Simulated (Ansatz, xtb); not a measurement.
## A geometry optimisation of CHB2Si with r2SCAN-D4/def2-SVP

The starting geometry of this gas-phase doublet was built from a drawn formula by distance geometry and a force field; its bonds are those of `[B]=[Si]1B=C1`.

```xyz
5

C    -0.7985   -0.2388    0.9195
B    -2.2771    2.9340    1.4478
B    -1.3415    0.2328   -0.3756
Si   -1.6502    1.4591    0.9238
H    -0.2180   -0.9878    1.4585
```

Problem. Where would you expect an optimisation with r2SCAN-D4/def2-SVP to take it?

Solution. A new bond forms, giving a structure given below by its coordinates. Distances that change by over a tenth: B2–Si4 (1.69 → 2.01 Å), B3–Si4 (1.81 → 2.01 Å). Contacts that close: C1–B2 (3.54 → 1.55 Å).

The energy falls by 1.98 eV over 20 steps:

```csv
step,E − E(last) (eV)
1,1.979
3,1.224
5,1.125
7,1.053
9,1.032
12,0.807
14,0.289
16,0.071
18,0.001
20,0.000
```

Final geometry (Å):

```
atom    x (Å)    y (Å)    z (Å)
   C  -1.0897   0.4383   1.1033
   B  -1.5203   1.7035   1.8915
   B  -1.1346  -0.1425  -0.3340
  Si  -1.9471   1.6761  -0.0718
   H  -0.5937  -0.2761   1.7848
```

From the same start GFN2-xTB ends elsewhere, differing in C1–B2 (5.05 against 1.55 Å here), C1–Si4 (3.20 against 1.91 Å here).

The end wasn't checked by frequencies. Open shells are spin-unrestricted. Run with Ansatz 0.2.0, 2.1 min on 1 thread of Intel(R) Xeon(R) 6975P-C (Granite Rapids) (shared host).
